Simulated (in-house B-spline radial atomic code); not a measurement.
Ionisation energies along the 43-electron series, configuration 1s2 2s2 2p6 3s2 3p6 3d10 4s2 4p6 4d3/2(4) 4d5/2(3), as differences of self-consistent energies. Dirac energy differences include first-order Breit, QED and recoil terms. NIST's values go from ground level to ground level; the uncertainty of those that are theory runs from under 0.1 % in few-electron ions to several per cent in heavy many-electron ones. Computed with a B-spline radial code for spherical atoms: Dirac-Hartree-Fock, jj configuration that fills j = l - 1/2 first, finite nuclei.

A number in brackets counts the electrons of a j subshell.

```json
{"ion": "Ru+", "configuration after": "[Kr] 4d3/2(4) 4d5/2(2)", "ionisation energy (eV)": "15.8", "IE/(q+1)² (eV)": "3.9625", "-ε less Coulomb ΔSCF (eV)": "1.602", "Breit and QED recoil part (eV)": "0.015958", "tabulated value (eV)": "16.76", "tabulated kind": "semi-empirical", "computed minus tabulated (eV)": "-0.9"}
{"ion": "Rh2+", "configuration after": "[Kr] 4d3/2(4) 4d5/2(2)", "ionisation energy (eV)": "30.3", "IE/(q+1)² (eV)": "3.3681", "-ε less Coulomb ΔSCF (eV)": "1.4709", "Breit and QED recoil part (eV)": "0.019943", "tabulated value (eV)": "31.06", "tabulated kind": "semi-empirical", "computed minus tabulated (eV)": "-0.7"}
{"ion": "Pd3+", "configuration after": "[Kr] 4d3/2(4) 4d5/2(2)", "ionisation energy (eV)": "47.2", "IE/(q+1)² (eV)": "2.9516", "-ε less Coulomb ΔSCF (eV)": "1.4004", "Breit and QED recoil part (eV)": "0.022508", "tabulated value (eV)": "46", "tabulated kind": "tabulated theory", "computed minus tabulated (eV)": "1.2"}
{"ion": "Ag4+", "configuration after": "[Kr] 4d3/2(4) 4d5/2(2)", "ionisation energy (eV)": "66.4", "IE/(q+1)² (eV)": "2.6545", "-ε less Coulomb ΔSCF (eV)": "1.359", "Breit and QED recoil part (eV)": "0.023865", "tabulated value (eV)": "65", "tabulated kind": "tabulated theory", "computed minus tabulated (eV)": "1.4"}
{"ion": "Cd5+", "configuration after": "[Kr] 4d3/2(4) 4d5/2(2)", "ionisation energy (eV)": "87.6", "IE/(q+1)² (eV)": "2.433", "-ε less Coulomb ΔSCF (eV)": "1.3333", "Breit and QED recoil part (eV)": "0.024117", "tabulated value (eV)": "87", "tabulated kind": "tabulated theory", "computed minus tabulated (eV)": "0.6"}
{"ion": "In6+", "configuration after": "[Kr] 4d3/2(4) 4d5/2(2)", "ionisation energy (eV)": "?", "IE/(q+1)² (eV)": "?", "-ε less Coulomb ΔSCF (eV)": "?", "Breit and QED recoil part (eV)": "?", "tabulated value (eV)": "?", "tabulated kind": "tabulated theory", "computed minus tabulated (eV)": "?"}
{"ion": "Sn7+", "configuration after": "[Kr] 4d3/2(4) 4d5/2(2)", "ionisation energy (eV)": "136.0", "IE/(q+1)² (eV)": "2.1249", "-ε less Coulomb ΔSCF (eV)": "1.3062", "Breit and QED recoil part (eV)": "0.021449", "tabulated value (eV)": "135", "tabulated kind": "tabulated theory", "computed minus tabulated (eV)": "1.0"}
{"ion": "Sb8+", "configuration after": "[Kr] 4d3/2(4) 4d5/2(2)", "ionisation energy (eV)": "163.1", "IE/(q+1)² (eV)": "2.0133", "-ε less Coulomb ΔSCF (eV)": "1.2994", "Breit and QED recoil part (eV)": "0.018522", "tabulated value (eV)": "162", "tabulated kind": "tabulated theory", "computed minus tabulated (eV)": "1.1"}
{"ion": "Te9+", "configuration after": "[Kr] 4d3/2(4) 4d5/2(2)", "ionisation energy (eV)": "192.0", "IE/(q+1)² (eV)": "1.9203", "-ε less Coulomb ΔSCF (eV)": "1.2952", "Breit and QED recoil part (eV)": "0.014511", "tabulated value (eV)": "191.1", "tabulated kind": "tabulated theory", "computed minus tabulated (eV)": "0.9"}
{"ion": "I10+", "configuration after": "[Kr] 4d3/2(4) 4d5/2(2)", "ionisation energy (eV)": "?", "IE/(q+1)² (eV)": "?", "-ε less Coulomb ΔSCF (eV)": "?", "Breit and QED recoil part (eV)": "?", "tabulated value (eV)": "?", "tabulated kind": "tabulated theory", "computed minus tabulated (eV)": "?"}
{"ion": "Xe11+", "configuration after": "[Kr] 4d3/2(4) 4d5/2(2)", "ionisation energy (eV)": "?", "IE/(q+1)² (eV)": "?", "-ε less Coulomb ΔSCF (eV)": "?", "Breit and QED recoil part (eV)": "?", "tabulated value (eV)": "?", "tabulated kind": "tabulated theory", "computed minus tabulated (eV)": "?"}
{"ion": "Cs12+", "configuration after": "[Kr] 4d3/2(4) 4d5/2(2)", "ionisation energy (eV)": "289.9", "IE/(q+1)² (eV)": "1.7153", "-ε less Coulomb ΔSCF (eV)": "1.2922", "Breit and QED recoil part (eV)": "-0.004441", "tabulated value (eV)": "289", "tabulated kind": "tabulated theory", "computed minus tabulated (eV)": "0.9"}
{"ion": "Ba13+", "configuration after": "[Kr] 4d3/2(4) 4d5/2(2)", "ionisation energy (eV)": "326.1", "IE/(q+1)² (eV)": "1.6639", "-ε less Coulomb ΔSCF (eV)": "1.2931", "Breit and QED recoil part (eV)": "-0.013194", "tabulated value (eV)": "325", "tabulated kind": "tabulated theory", "computed minus tabulated (eV)": "1.1"}
```

(1) Fill in the row of In6+.

(2) Fill in the row of I10+.

(3) Fill in the row of Xe11+.

Answers

(1) ionisation energy (eV): 110.8; IE/(q+1)² (eV): 2.2616; -ε less Coulomb ΔSCF (eV): 1.3168; Breit and QED recoil part (eV): 0.023309; tabulated value (eV): 109; computed minus tabulated (eV): 1.8.

(2) ionisation energy (eV): 222.8; IE/(q+1)² (eV): 1.8416; -ε less Coulomb ΔSCF (eV): 1.293; Breit and QED recoil part (eV): 0.0093666; tabulated value (eV): 220.9; computed minus tabulated (eV): 1.9.

(3) ionisation energy (eV): 255.5; IE/(q+1)² (eV): 1.774; -ε less Coulomb ΔSCF (eV): 1.2921; Breit and QED recoil part (eV): 0.0030677; tabulated value (eV): 255; computed minus tabulated (eV): 0.5.
